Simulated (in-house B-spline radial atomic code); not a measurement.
A fraction x of an electron is removed from 1s in neutral helium, starting from 1s2 and keeping the highest spin. Level of theory: scalar-relativistic (X2C) PW91, spin-polarised, spherical fractional occupations, Gaussian nucleus of rms radius 1.6755 fm; calculated with an all-electron radial atomic-structure program (B-spline basis).

```csv
x,E(x) - E(0) (eV),1s down level (eV)
0,0.0000,-15.871
0.02,0.3210,-16.229
0.23,4.1298,-20.064
0.36,6.8945,-22.471
0.45,8.9916,-24.128
0.5,10.2208,-25.038
0.62,13.3537,-27.158
0.64,13.9003,-27.498
0.77,17.6118,-29.545
0.9,21.5555,-30.931
```
